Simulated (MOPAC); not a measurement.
MOPAC input (PM7):

```
PM7 1SCF CHARGE=-1 GEO-OK AUX(PRECISION=9) THREADS=1
C3H6F

C     1.60391100 1    0.16073300 1    0.18610100 1
C     0.41228000 1   -0.75592800 1   -0.11930400 1
C    -0.88188300 1   -0.28173700 1    0.50118600 1
F    -1.31338600 1    0.85857400 1   -0.39198900 1
H     1.40617600 1    1.16159400 1   -0.20643100 1
H     1.73055100 1    0.25306500 1    1.26918000 1
H     2.54164000 1   -0.20225100 1   -0.25993300 1
H     0.36727500 1   -0.87762800 1   -1.22897400 1
H     0.61502500 1   -1.75524100 1    0.29544500 1
H    -1.64604300 1   -1.04511800 1    0.25071500 1
```

From the output:

```
                                                       MOPAC v23.2.5 Linux

          FINAL HEAT OF FORMATION =        -20.19114 KCAL/MOL =     -84.47974 KJ/MOL

          COSMO AREA              =        103.32 SQUARE ANGSTROMS
          COSMO VOLUME            =         87.81 CUBIC ANGSTROMS

          IONIZATION POTENTIAL    =          1.504850 EV
          HOMO LUMO ENERGIES (EV) =         -1.505  9.575
          NO. OF FILLED LEVELS    =         13
          MOLECULAR WEIGHT        =         61.0788         POINT GROUP:  C1

          MOLECULAR DIMENSIONS (Angstroms)

            Atom       Atom       Distance
            H    10    H     7     4.30208
            H     9    F     4     3.06205
            H     8    H     6     2.79378

          SCF CALCULATIONS        =          1

   ATOM   CHEMICAL          X               Y               Z
  NUMBER   SYMBOL      (ANGSTROMS)     (ANGSTROMS)     (ANGSTROMS)

     1       C          1.60391100  *   0.16073300  *   0.18610100  *
     2       C          0.41228000  *  -0.75592800  *  -0.11930400  *
     3       C         -0.88188300  *  -0.28173700  *   0.50118600  *
     4       F         -1.31338600  *   0.85857400  *  -0.39198900  *
     5       H          1.40617600  *   1.16159400  *  -0.20643100  *
     6       H          1.73055100  *   0.25306500  *   1.26918000  *
     7       H          2.54164000  *  -0.20225100  *  -0.25993300  *
     8       H          0.36727500  *  -0.87762800  *  -1.22897400  *
     9       H          0.61502500  *  -1.75524100  *   0.29544500  *
    10       H         -1.64604300  *  -1.04511800  *   0.25071500  *

                             CARTESIAN COORDINATES

   1    C        1.603911000     0.160733000     0.186101000
   2    C        0.412280000    -0.755928000    -0.119304000
   3    C       -0.881883000    -0.281737000     0.501186000
   4    F       -1.313386000     0.858574000    -0.391989000
   5    H        1.406176000     1.161594000    -0.206431000
   6    H        1.730551000     0.253065000     1.269180000
   7    H        2.541640000    -0.202251000    -0.259933000
   8    H        0.367275000    -0.877628000    -1.228974000
   9    H        0.615025000    -1.755241000     0.295445000
  10    H       -1.646043000    -1.045118000     0.250715000

           Empirical Formula: C3 H6 F  =    10 atoms

      MOLECULAR POINT GROUP   :   C1

                  EIGENVALUES
 -30.77745 -22.14084 -17.12599 -12.68805 -10.32885  -9.83315  -8.19006  -7.85392
  -7.69789  -7.25603  -6.20409  -5.31303  -1.50485   9.57503  10.03933  10.24482
  10.52891  11.28166  11.36257  11.69810  12.25262  13.30833

              NET ATOMIC CHARGES AND DIPOLE CONTRIBUTIONS

  ATOM NO.   TYPE          CHARGE      No. of ELECS.   s-Pop       p-Pop
    1          C          -0.425796        4.4258     1.05220     3.37359
    2          C          -0.293637        4.2936     1.06270     3.23093
    3          C          -0.281009        4.2810     1.40100     2.88001
    4          F          -0.489593        7.4896     1.97992     5.50967
    5          H           0.136432        0.8636     0.86357
    6          H           0.127655        0.8723     0.87235
    7          H           0.082641        0.9174     0.91736
    8          H           0.078907        0.9211     0.92109
    9          H           0.087383        0.9126     0.91262
   10          H          -0.022981        1.0230     1.02298
 DIPOLE           X         Y         Z       TOTAL
 POINT-CHG.     3.494    -0.760     0.164     3.580
 HYBRID         0.316    -0.550    -2.092     2.186
 SUM            3.810    -1.310    -1.929     4.467

          ATOMIC ORBITAL ELECTRON POPULATIONS

     Atom    s        px        py        pz
    1  C   1.05220   1.07818   1.14720   1.14822
    2  C   1.06270   1.09650   1.04665   1.08778
    3  C   1.40100   0.83048   0.77667   1.27286
    4  F   1.97992   1.95429   1.72868   1.82670
    5  H   0.86357
    6  H   0.87235
    7  H   0.91736
    8  H   0.92109
    9  H   0.91262
   10  H   1.02298

 **********************
 *                    *
 * JOB ENDED NORMALLY *
 *                    *
 **********************

 == MOPAC DONE ==
```

The dipole moment of an ion depends on the origin.

The geometry given is a B3LYP-D3(BJ)/def2-TZVP minimum.
